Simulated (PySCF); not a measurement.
Ge(Br)(Me)2(Et), C₄H₁₁BrGe, SMILES C[CH2][Ge]([CH3])([CH3])[Br] at its GFN2-xTB optimised geometry (Å):

```
17

C     -2.1294     1.0768     0.0801
C     -0.6099     1.0732     0.0000
Ge     0.1824    -0.7751     0.0000
C      2.1772    -0.7751     0.0000
C     -0.5828    -1.9828    -1.3894
Br    -0.4326    -1.7245     2.0259
H     -2.5083     2.0975     0.1010
H     -2.4686     0.5704     0.9831
H     -2.5636     0.5701    -0.7807
H     -0.1919     1.6265     0.8433
H     -0.2796     1.5760    -0.9096
H      2.5518    -0.3538    -0.9279
H      2.5565    -1.7895     0.0964
H      2.5636    -0.1857     0.8277
H     -1.6553    -2.0975    -1.2546
H     -0.3992    -1.5770    -2.3796
H     -0.1247    -2.9669    -1.3289
```

Level of theory: PBE0/def2-SVP in PySCF. Cells within 0.4 Å of a nucleus heavier than hydrogen are left out (blank, or x).

Map of the Laplacian of the electron density (e/bohr⁵), clipped to [-1.50, 1.50] on the plane z = 0.0 Å:

```
|55555555555555555555555555555|
|55555555555555555555555555555|
|55555555555555555555555555555|
|55555555555555555555555555555|
|55555555555555555555555555555|
|55555555555555555555555555555|
|55555555555555555555555555555|
|55555555555555555555555555555|
|55555540455555555555555555555|
|55555541355555555555555555555|
|55555553x444x5555555555555555|
|5555555xxx32xx555555555555555|
|55555554x444x4555555555555555|
|55555555555544455555555555555|
|55555555555555775555555555555|
|55555555555559999544745555555|
|55555555555559xx954xxx5555555|
|55555555555559xx9543x45555555|
|55555555555556996555314555555|
|55555555555555555555404555555|
|55555555555555555555545555555|
|55555555555555555555555555555|
|55555555555555555555555555555|
|55555555555555555555555555555|
|55555555555555555555555555555|
|55555555555555555555555555555|
|55555555555555555555555555555|
|55555555555555555555555555555|
|55555555555555555555555555555|
```
Scale: ten equal steps from -1.50 (start of '0') to 1.50 (end of '9'), in the order '0123456789'; x runs from -5.00 to 5.00, y from -5.00 (bottom) to 5.00 (top).
